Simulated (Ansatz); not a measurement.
`N[CH](O)[Zn][OH]` and `N[CH](O)[GeH3]` differ in one atom or group.

Ansatz, PBE0-D4/def2-TZVP geometries, multiplicity 1. Each molecule was computed in one conformer, which needn't be the lowest.

Scalar relativity is left out up to krypton.

| property | `N[CH](O)[Zn][OH]` |
| --- | --- |
| HOMO energy (PBE/def2-TZVPP) / eV | -5.37 |
| LUMO energy (ωB97M-V/def2-TZVPP) / eV | 1.05 |
| HOMO–LUMO gap (PBE0/def2-TZVPP) / eV | 6.22 |
| HOMO energy (ωB97M-V/def2-TZVPP) / eV | -8.91 |
| LUMO energy (B3LYP/def2-TZVPP) / eV | -0.74 |
| HOMO energy (B3LYP/def2-TZVPP) / eV | -6.48 |

Question: Give the same properties after the change, and the shifts. (Best estimate.)

Answer: Ansatz gave: 
```
                             property  `N[CH](O)[GeH3]`  shift
    HOMO energy (PBE/def2-TZVPP) / eV             -5.35   0.02
LUMO energy (ωB97M-V/def2-TZVPP) / eV              1.97   0.92
 HOMO–LUMO gap (PBE0/def2-TZVPP) / eV              7.20   0.98
HOMO energy (ωB97M-V/def2-TZVPP) / eV             -9.04  -0.13
  LUMO energy (B3LYP/def2-TZVPP) / eV              0.14   0.88
  HOMO energy (B3LYP/def2-TZVPP) / eV             -6.54  -0.06
```

With PBE0 the HOMO falls by 0.09 eV and the LUMO rises by 0.88 eV, so the gap widens by about 0.97 eV. PBE moves the HOMO by 0.02 eV and ωB97M-V by -0.13 eV.

Positive LUMOs are unbound, so they and the gaps depend on the basis.

B3LYP here is the variant with VWN-RPA as its local correlation; programs differ in this.
